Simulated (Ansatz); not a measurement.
Reactions of CH7BO2SSi, SMILES `COB(S)O[SiH3]`.

Gas-phase electronic energies from Ansatz, PBE0-D4/def2-TZVP geometries. CCSD(T)/CBS is the MP2 limit (def2-TZVPP, def2-QZVPP) plus CCSD(T) − MP2 in def2-TZVPP, frozen cores. This one scheme is used for every species, atoms too. DFT in def2-TZVPP. Open shells (•) are unrestricted, without spin–orbit coupling. Spin–orbit coupling would lower the free atoms: a little for B, C, O, S, Si. Each species was taken in one conformer, which may not be the lowest.

```tsv
reaction	PBE-D4 (kcal/mol)	CCSD(T)/CBS(def2) (kcal/mol)
`COB(S)O[SiH3]` → B• + C• + 7 H• + 2 O• + S• + Si•	1197.3	1182.8
`COB(S)O[SiH3]` + CH₃OH → `COB(S)OC` + silanol	-0.6	-0.6
`COB(S)O[SiH3]` + CH₄ → `COB(C)O[SiH3]` + H₂S	15.0	14.0
`COB(S)O[SiH3]` + H₂ → `COBS` + silanol	23.3	24.2
`COB(S)O[SiH3]` + H₂S → `COB(S)S` + silanol	12.0	14.3
`COB(S)O[SiH3]` + HCl → `COB(S)Cl` + silanol	7.3	9.2
`COB(S)O[SiH3]` + silanol → `[SiH3]OB(S)O[SiH3]` + CH₃OH	2.0	1.8
```

Largest T1 diagnostic: 0.014, for B•.
